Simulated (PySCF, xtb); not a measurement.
FGeH3Si, SMILES [SiH3][Ge][F] (connectivity only; charge and spin as stated), neutral, multiplicity 1.

Harmonic wavenumbers (cm⁻¹) from GFN2-xTB (xtb 6.7.1) at its own minimum, in rising order: 24, 138, 292, 299, 369, 426, 763, 815, 816, 2141, 2157, 2199.

Q: What does r2SCAN-D4/def2-TZVP in PySCF give at its own minimum? (An estimate is asked for; the answer gives what the named calculation found.)

A: 63, 136, 300, 308, 441, 651, 832, 924, 935, 2178, 2195, 2201. Paired by order, the mean absolute difference is 61 cm⁻¹ and the zero-point energies are 14.9 and 16.0 kcal/mol.
